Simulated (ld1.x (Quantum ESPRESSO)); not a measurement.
**oxygen: excitation energies, all-electron against ultrasoft**

* Element: O
* Generator: ld1.x (Quantum ESPRESSO) 7.5
* Type: ultrasoft
* Functional: LDA (PZ)
* Relativity: scalar-relativistic
* Frozen core: [He]
* Valence charge: 6
* Reference configuration: 2s2 2p2 (charge +2)
* Partial waves: 2s (bound): rcut 0.75, rcutus 0.95 bohr; 2s channel at -0.85 Ry: rcut 0.75, rcutus 0.95 bohr; 2p (bound): rcut 1.70, rcutus 1.90 bohr; 2p channel at -1.4 Ry: rcut 1.70, rcutus 1.90 bohr; 3d channel at -0.15 Ry: rc 1.65 bohr
* Local potential: the d channel
* Core correction: a·sin(br)/r model core, default radius (core density twice the valence density)
* Augmentation charge: PSQ, inside the norm-conserving radii

Energies are relative to the spin-unpolarised reference configuration 2s2 2p2; without spin polarisation the order of configurations can differ from experiment. Spin-polarised rows fill each open shell by Hund’s rule, majority spin first. Not all tests gave a result: 5 of 9 tests not solved or not reliable. Left out of the table: 2s2 2p4 (solver errors, printed error -379 eV); 2s2 2p4.3 (solver errors, printed error -398 eV); 2s2 2p3.5 (solver errors, printed error -289 eV); 2s1 2p5 (solver errors, printed error -345 eV); 2s2 2p4 (spin-polarised) (solver errors, printed error -379 eV).

```csv
valence configuration,charge,ΔE all-electron (eV),error AE − PS (meV)
2s2 2p3,+1,-33.708,+55
2s2 2p1,+3,53.964,+107
2s2 2p2 (spin-polarised),+2,-2.234,-88
```

(1) What are ΔE and the potential's error for 2s2 2p0?

Levels in the configuration 2s2 2p3:

```tsv
level	all-electron (eV)	pseudo (eV)
2s	-39.397	-39.419
2p	-24.587	-24.717
```

## Answers

(1) ΔE = 130.919 eV all-electron; the error (AE − PS) is +994 meV.
